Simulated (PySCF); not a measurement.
Isomers of C5H11Al, one conformer each. The calculation used core-valence-separated Tamm–Dancoff BHandHLYP/aug-pcX-1 (pcseg-1 on H, def2-SVPD on Al) in PySCF, non-relativistic, gas phase, PBE0-D3(BJ)/def2-SVP geometry. The energies are unshifted.

P. `C=C[CH2][AlH][CH2]C`
Q. `[CH2]([AlH][CH]1CC1)C`

Main lines, eV (oscillator strength):
1. C K: 282.9 (0.067), 283.0 (0.050), 283.7 (0.020), 284.6 (0.007), 284.9 (0.012)
2. C K: 284.5 (0.008), 285.0 (0.005), 285.1 (0.013), 285.1 (0.018), 285.3 (0.008)
Listed: the first five lines at most of each edge with a tenth or more of its strongest line's intensity; roots within 0.03 eV on the same or equivalent atoms are summed. Only the lowest roots were sought, and the top ones are left out.

Which spectrum belongs to which isomer?

1 = P, 2 = Q.
- P: first C line listed at 282.9 eV, hole on the alkene CH carbon (1s→π*).
- Q: first C line listed at 284.5 eV, hole on the chain CH2 carbon.

What are the ground-state energies of the isomers at BHandHLYP/aug-pcX-1 (pcseg-1 on H, def2-SVPD on Al), relative to the lowest?

P 0.0, Q 27.6 kJ/mol (electronic energies on these geometries, no dispersion or zero-point terms).
